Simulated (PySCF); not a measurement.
**Nd(IV) with different ligands**

Computed with PySCF 2.14.0, PBE0, def2-SVP on the ligands, density fitting, scalar-relativistic core potentials, no spin-orbit coupling, vacuum. The metal has lcecp-2-SVP with ECP48. Each complex is relaxed within the symmetry of a template of the same shape. Distances are means of the shortest metal–ligand contacts, charges and spins Mulliken's; removal energies are rigid, with the ligand's formal charge and no counterpoise, so too large; for an anion taken off a cation in vacuum most of it is the attraction of opposite charges, and multiply charged cations can part far more cheaply with an electron moved from ligand to metal. lcecp potentials hold a fixed number of 4f electrons in the core, out of states, spins and gaps.

Task: Order these by the energy to remove one first-named ligand, lowest first.
A. [Nd(OH)3(NH3)]+
B. [NdCl3(H2O)]+
C. [NdF3(NH3)]+
D. [Nd(SH)3(NH3)]+
E. [NdH3(NH3)]+

Result: D (14.01), B (14.57), E (15.44), A (16.85), C (17.48).

Task: What else do they give?

Result: 
```csv
complex,point group,M–first ligand (Å),charge on M (e),removal of one first-named ligand (eV),"strongest infrared band, degenerate modes summed (cm⁻¹)",unstable modes (below −25 cm⁻¹)
[Nd(SH)3(NH3)]+,C1,2.517,0.90,14.01,–,not given
[Nd(OH)3(NH3)]+,C3v,2.006,1.47,16.85,–,not given
[NdCl3(H2O)]+,Cs,2.407,1.23,14.57,3752,0
[NdH3(NH3)]+,nearly C3v,1.908,1.24,15.44,1737,0
[NdF3(NH3)]+,C3v,1.976,1.74,17.48,689,0
```

Moved off a saddle point of the template and relaxed again: [NdH3(NH3)]+. One start shape was tried for each, so a minimum needn't be the lowest isomer. Oxidation states forced by the potential, rare, strongly oxidising or of another configuration in reality: [Nd(SH)3(NH3)]+, [Nd(OH)3(NH3)]+, [NdCl3(H2O)]+, [NdH3(NH3)]+, [NdF3(NH3)]+.
